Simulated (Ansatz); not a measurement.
One change: `C[CH](C)[Ga]([CH](C)C)[CH](C)C` becomes `C[CH](C)[Ga]([OH])[CH](C)C`.

Ansatz, PBE0-D4/def2-TZVP geometries, multiplicity 1. Each molecule was computed in one conformer, which needn't be the lowest.

Scalar relativity is left out up to krypton.

```
                                      property  `C[CH](C)[Ga]([CH](C)C)[CH](C)C`
         HOMO–LUMO gap (B3LYP/def2-TZVPP) / eV                              5.29
           HOMO energy (B3LYP/def2-TZVPP) / eV                             -6.24
          HOMO–LUMO gap (PBE0/def2-TZVPP) / eV                              5.76
           HOMO–LUMO gap (PBE/def2-TZVPP) / eV                              3.80
             HOMO energy (PBE/def2-TZVPP) / eV                             -5.29
size of the dipole moment (PBE/def2-TZVPP) / D                              0.26
```

(1) What does the change do to each property? (Estimate.)

Answers

(1) Computed: 
| property | `C[CH](C)[Ga]([OH])[CH](C)C` | shift |
| --- | --- | --- |
| HOMO–LUMO gap (B3LYP/def2-TZVPP) / eV | 5.89 | 0.60 |
| HOMO energy (B3LYP/def2-TZVPP) / eV | -6.55 | -0.31 |
| HOMO–LUMO gap (PBE0/def2-TZVPP) / eV | 6.36 | 0.60 |
| HOMO–LUMO gap (PBE/def2-TZVPP) / eV | 4.41 | 0.61 |
| HOMO energy (PBE/def2-TZVPP) / eV | -5.58 | -0.29 |
| size of the dipole moment (PBE/def2-TZVPP) / D | 1.78 | 1.52 |

With PBE0 the HOMO falls by 0.30 eV and the LUMO rises by 0.30 eV, so the gap widens by about 0.60 eV. PBE moves the HOMO by -0.29 eV and ωB97M-V by -0.29 eV. Dipoles are sizes alone; their direction can turn.

B3LYP here is the variant with VWN-RPA as its local correlation; programs differ in this.
